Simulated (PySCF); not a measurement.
**A thermochemical cycle for CaHg**

CCSD(T) in PySCF with def2-SVP on every atom (core potentials on Hg), for the lowest determinant that a PBE0 search found; no spin–orbit coupling. CaHg, a singlet (closed shell), has De = 0.06 eV to neutral atoms, and CaHg⁺, a doublet (σ ↑), has De = 0.36 eV to Ca⁺ + Hg.

At the same level the Ca atom ionises at 5.95 eV.

Question: What is the adiabatic ionisation energy of the molecule, and does ionisation strengthen or weaken the bond?

Answer: IE = IE(Ca) + De(neutral) − De(ion) = 5.95 + 0.06 − 0.36 = 5.65 eV. De changes by +0.30 eV, so ionisation strengthens the bond.

Correlated steps freeze 5 core orbitals. Weak bonds: CaHg, CaHg⁺. Basis-set superposition, not corrected here, can be much of De in a small basis, most of all at correlated wavefunction levels. Spin–orbit coupling is left out. For an ion De counts to the pair picked by the measured ionisation energies or electron affinities, which need not be the lowest pair at this level. States were picked by a PBE0 search and need not be the measured ground states.
